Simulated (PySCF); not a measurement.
**IrS₂⁺, triplet: computed properties**

Method: UPBE/[Ir def2-SVP with ECP60, S def2-SVP], scalar-relativistic core potentials, density fitting, no spin–orbit coupling, PySCF.

The structure is a minimum.

Z-matrix (Å, degrees; charge 1 multiplicity 3):
```
Ir
S  1 2.0738
S  1 2.0738 2 114.90
```

* Point group: C2v
* Bond lengths: Ir–S 2.074 Å (×2)
* Bond angles: S–Ir–S 114.9°
* Principal quadrupole moments (Buckingham, traceless) about the centre of mass: -8.32, -2.31, 10.63 D Å
* Highest occupied level (α): -12.20 eV
* Zero-point energy: 7.1 kJ/mol
* Spin squared ⟨S²⟩: 2.007
* Heat capacity Cp at 298.15 K: 51.3 J/(mol K)
* Lowest empty level (β): -11.86 eV
* Dipole moment about the centre of mass: 0.83 D
* Rotational symmetry number: 2
* Principal polarisabilities: 37.0, 48.8, 101.3 bohr³
* Entropy at 298.15 K and 1 bar (electronic part: spin only): 308.1 J/(mol K)
* Rotational constants: 0.2819, 0.08628, 0.06606 cm⁻¹
* Enthalpy at 298.15 K above 0 K: 12.70 kJ/mol

Harmonic modes (masses in u: Ir 192.963, S 31.972):
```csv
symmetry,ω (cm⁻¹),IR (km/mol),μ (u)
a1,153,0.4,36.84
b2,505,4.8,38.02
a1,532,0.0,34.58
```

In C2v the vibrations span 2a1 + b2. Here b1 is antisymmetric to the molecular plane and b2 lies in it.

Charges (e):
```
atom  Mulliken  Löwdin  polar tensor  spin (Mulliken)  Mayer order to Ir1
 Ir1      0.47   -0.19          0.80             0.98                   –
S2,3      0.26    0.59          0.10             0.51                2.06
```
Other Mayer orders above 0.3: S–S 0.60.

Mulliken populations on Ir1 (electrons outside its core potential): s 2.84, p 6.20, d 7.46, f 0.03.

Formally Ir is in oxidation state +5, d4, with 2 unpaired electrons (the high-spin count would be 4). The Mulliken spin on Ir is 0.98, so most of the spin sits on the ligands and the formal count fails. The polar-tensor charge on Ir, 0.80, is far below the formal one.

This need not be the most stable arrangement of these atoms. Other spin states or occupations of the open shell can lie lower. No spin–orbit coupling is included, which matters more the heavier the element.

The final relaxation and frequency run took about 40 core-seconds on a shared host.
